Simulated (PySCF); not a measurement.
WF4, SMILES [F][W]([F])([F])[F] (connectivity only; charge and spin as stated), neutral, multiplicity 3. Atoms are numbered in the order given.

```xyz
5

W      0.0000     0.0000     0.0000
F     -1.2341     1.3652     0.3522
F      1.2341    -1.3652     0.3522
F      1.2341     1.3652    -0.3522
F     -1.2341    -1.3652    -0.3522
```
Charge 0, spin multiplicity 3.

The structure is a stationary point at B3LYP-D3(BJ)/def2-SVP. The geometry has at least one imaginary mode, so it is a saddle point at that level. The multiplicity is an assumed one; other spin states were not compared. The def2 effective core potentials stand for the cores of W; spin–orbit coupling is left out.

These are PBE/def2-TZVP (PySCF) values and carry that method's errors.

Gas-phase values at a fixed geometry.

Computed frontier levels, dipole moment and polarisability:
The α spin, highest occupied and lowest empty level comes out as -5.34 and -4.84 eV, the β spin, highest occupied and lowest empty level comes out as -9.99 and -4.89 eV and the dipole moment is 0.00 D. The quadrupole, principal values (traceless, Buckingham form, about the centre of nuclear charge) is -4.81, -2.87, 7.68 D·Å. The mean static polarisability is 40.6 bohr³ (6.01 Å³), the polarisability, principal values is 35.2, 42.3, 44.1 bohr³ and the ⟨S²⟩ is 2.005 (pure state 2.00).
